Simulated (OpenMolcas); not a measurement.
## Co3+ in a ligand field

Co3+ with 6 ligands (bromide) in octahedral coordination (Oh) at 2.52 Å. A charge of +0.5 e stands 2.6 Å behind each ligand. Ligand basis ANO-RCC-VDZP.

```json
{
 "Program": "OpenMolcas 26.06",
 "Method": "CASSCF",
 "Basis": "ANO-RCC-VDZP [5s4p2d1f]",
 "Scalar Hamiltonian": "DKH2, point nucleus",
 "Active space": "6 electrons in 5 orbitals (3d)",
 "State averaging": "2S+1 = 5 even, 5 roots; 2S+1 = 3 even, 45 roots; 2S+1 = 1 even, 50 roots",
 "Spin-orbit coupling": "RASSI with atomic mean-field integrals over the reference wave functions"
}
```

The lowest spin-free states (labels of O, the rotations of Oh), above the lowest:

| State | Degeneracy | E (cm-1) |
| --- | --- | --- |
| 5T2 | 3 | 0.0 |
| 5E | 2 | 6748 |
| 3T1 | 3 | 16315 |
| 3T2 | 3 | 19148 |
| 3T1 | 3 | 20923 |
| 3T2 | 3 | 23408 |
| 1A1 | 1 | 25148 |
| 3T1 | 3 | 26393 |
| 3E | 2 | 26448 |
| 1T1 | 3 | 26548 |
| 1T2 | 3 | 30358 |
| 3T2 | 3 | 30440 |
| 3E | 2 | 30480 |
| 3A2 | 1 | 31569 |
| 3T1 | 3 | 32112 |
| 1E | 2 | 32637 |
| 1A1 | 1 | 34378 |
| 1T2 | 3 | 35105 |
| 3A1 | 1 | 35540 |
| 3T2 | 3 | 36532 |

The lowest levels with spin-orbit coupling:

```csv
E (cm-1),Degeneracy,Label,2S+1
0.0,3,T2,5
285.2,2,E,5
304.6,3,T1,5
698.5,1,A1,5
741.3,3,T1,5
771.9,3,T2,5
7221,1,A2,5
7228,3,T2,5
7236,2,E,5
7245,3,T1,5
7254,1,A1,5
16486,2,E,3
16521,3,T2,3
17049,3,T1,3
17156,1,A1,3
19504,3,T1,3
19572,2,E,3
19659,3,T2,3
19674,1,A2,3
21347,3,T1,3
```

Powder χT (cm3 K/mol): 3.17 at 2 K, 3.23 at 10 K, 3.55 at 50 K, 3.9 at 100 K, 4.2 at 200 K, 4.22 at 300 K. The effective moment at 300 K is 2.828 √(χT) = 5.81 μB.

The lowest level has 2S+1 = 5, for which the spin-only value is χT = S(S+1) / 2 = 3.000 cm3 K/mol (g = 2). The computed 4.219 at 300 K differs by +1.219, through orbital momentum, spin-orbit coupling and any other state in reach. With a threefold ground state the orbital momentum is unquenched, so the spin-only value is not expected to hold.

Metal share of the active 3d orbitals (Löwdin): 85, 85, 98, 98, 98 %; Mulliken charge of the metal 0.80.

An orbital triplet at a regular site is open to Jahn-Teller coupling, which can distort the site and quench the lowest spin-orbit gaps and is left out. Without dynamic correlation the repulsion within the d shell is too large (B by tens of per cent), so at a given field states of lower spin stand too high. CASSCF with metal d orbitals alone favours high spin, so a ground state of lower spin is not ruled out. The least metal-like active orbital is 85 % on the metal (Löwdin) and no ligand orbital is active, so the numbers are rough. Ligand-to-metal charge-transfer states are missing. This ion would oxidise such ligands; the complex is a model and need not exist. With no ligand orbital active B as a rule stays too high, so bands that hang on it stand too high and its fall with covalency is understated. With metal d orbitals alone and no dynamic correlation the field as a rule comes out too small, by tens of per cent, by up to half for chloride and softer ligands, and with too little covalency χT stands high. No measured value stands beside these numbers; the geometry was imposed, not optimised, and the real ion may take another.
